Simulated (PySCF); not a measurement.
Compound: C5H11OSi (doublet state).
Atom-mapped SMILES: `[CH2:1]=[CH:2][O:3][SiH:4][CH2:5][CH2:6][CH3:7]` (hydrogens: H8, H9 on C1; H10 on C2; H11 on Si4; H12, H13 on C5; H14, H15 on C6; H16, H17, H18 on C7)

Structure used (GFN2-xTB), in Å, numbered top down from 1:
```
atom  x, y, z in Å
C1    -3.2739    1.8645   -0.6041
C2    -2.2576    1.4408   -1.3391
O3    -1.3881    0.4840   -1.0045
Si4   -1.2398   -0.5503    0.2595
C5     0.4554   -1.3430   -0.0468
C6     1.5900   -0.3220    0.0406
C7     2.9434   -0.9583   -0.2525
H8    -3.9194    2.6454   -0.9571
H9    -3.4866    1.4348    0.3583
H10   -2.0413    1.8601   -2.3159
H11   -1.3596    0.1536    1.5376
H12    0.6241   -2.1297    0.6893
H13    0.4828   -1.8193   -1.0282
H14    1.4083    0.4827   -0.6747
H15    1.6079    0.1193    1.0404
H16    2.9553   -1.3839   -1.2541
H17    3.7379   -0.2177   -0.1844
H18    3.1523   -1.7549    0.4593
```

The hyperfine couplings belong to this conformer and change with its torsions.

Method used: PySCF 2.14.0, UKS B3LYP, pcH-1 on C H O Si, non-relativistic, mean-field spin-orbit, GIAO. Geometry: GFN2-xTB, one conformer, isolated molecule. A GFN2-xTB geometry isn't a minimum of the functional, and hyperfine couplings can be far from their values at a DFT geometry, by a factor of two or more for some ions and for spin on atoms past the first row. Stability of the SCF solution: not tested.

(1) Match the computed a_iso(13C) values +40.2, +22.9, +9.1, -3.4, +2.2 MHz with the sites C1; C2; C5; C6; C7.

Results:

(1) 
```csv
site,a_iso (MHz),ρ(0) (bohr⁻³),position,distance from Si4 (Å),spin population,largest |T| (MHz)
C1,+2.2,+0.0020,3 bonds from Si4,3.27,+0.04,4.9
C2,-3.4,-0.0030,2 bonds from Si4,2.75,-0.02,2.2
C5,+40.2,+0.0358,1 bond from Si4,1.90,+0.02,11.5
C6,+22.9,+0.0204,2 bonds from Si4,2.85,+0.01,5.1
C7,+9.1,+0.0081,3 bonds from Si4,4.23,+0.01,2.3
```

ρ(0) is the spin density at the nucleus and T the dipolar tensor; a_iso includes a spin–orbit part; entries for several nuclei are means. The largest Mulliken spin population is on Si4 (+0.85). The angles at Si4 add up to 328.5°, so it is pyramidal.

Nuclei that the bonding pattern makes equivalent are averaged, as if the motion that swaps them (rotation, inversion, ring flip) were fast. The three 1H nuclei of mean +1.3 MHz run from -0.7 to 4.7 MHz in the frozen geometry.
